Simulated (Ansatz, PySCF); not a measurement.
Sb(Br)(SiH3)2 (BrH₆SbSi₂), SMILES [SiH3][Sb]([SiH3])[Br]. Atoms are numbered in the order given.

```xyz
10

Sb    -0.0952    -0.0924     0.9307
Br    -0.9615    -1.0195    -1.3241
Si    -0.3124     2.3581     0.0679
H      0.3638     2.5047    -1.2502
H      0.3180     3.2764     1.0641
H     -1.7601     2.6866    -0.0568
Si     2.3701    -0.2015     0.0900
H      2.4940     0.4634    -1.2362
H      2.7700    -1.6329    -0.0124
H      3.2484     0.4863     1.0842
```
Charge 0, spin multiplicity 1.

The structure is a stationary point at B3LYP-D3(BJ)/def2-SVP. The def2 effective core potentials stand for the cores of Sb; spin–orbit coupling is left out.

Two levels are set side by side: PBE-D3(BJ)/def2-SVP (Ansatz, an electronic-structure program) and B3LYP-D3(BJ)/def2-SVP (Ansatz). Each level has its own optimised geometry; the coordinates shown are those of the second. Frequencies come from the Hessian of PySCF at each geometry. Differences are taken from unrounded values.

```
quantity                            B3LYP-D3(BJ)
----------------------------------  ------------
mean bond length (Å)                       1.861
bond Sb1–Br2 (Å)                           2.587
bond Sb1–Si3 (Å)                           2.607
bond Sb1–Si7 (Å)                           2.607
bond Si3–H4 (Å)                            1.489
bond Si3–H5 (Å)                            1.494
bond Si3–H6 (Å)                            1.490
bond Si7–H8 (Å)                            1.489
bond Si7–H9 (Å)                            1.490
bond Si7–H10 (Å)                           1.494
highest harmonic wavenumber (cm⁻¹)          2241
mean harmonic wavenumber (cm⁻¹)              922
zero-point energy (kcal/mol)               31.65
```

Task: What does PBE-D3(BJ) give, and how far is it from B3LYP-D3(BJ)? (The exact figures need the calculation; the answer reports its results.)

Result: 
```
quantity                            PBE-D3(BJ)  PBE-D3(BJ) minus B3LYP-D3(BJ)
----------------------------------  ----------  -----------------------------
mean bond length (Å)                     1.870                          0.009
bond Sb1–Br2 (Å)                         2.583                         -0.004
bond Sb1–Si3 (Å)                         2.609                          0.002
bond Sb1–Si7 (Å)                         2.609                          0.002
bond Si3–H4 (Å)                          1.503                          0.014
bond Si3–H5 (Å)                          1.508                          0.014
bond Si3–H6 (Å)                          1.503                          0.014
bond Si7–H8 (Å)                          1.503                          0.014
bond Si7–H9 (Å)                          1.503                          0.014
bond Si7–H10 (Å)                         1.508                          0.014
highest harmonic wavenumber (cm⁻¹)        2182                            -59
mean harmonic wavenumber (cm⁻¹)            891                            -31
zero-point energy (kcal/mol)             30.58                          -1.07
```

GGA bonds tend to be longer and softer than those of functionals with exact exchange. Differences between two approximate levels are no errors against the true value.
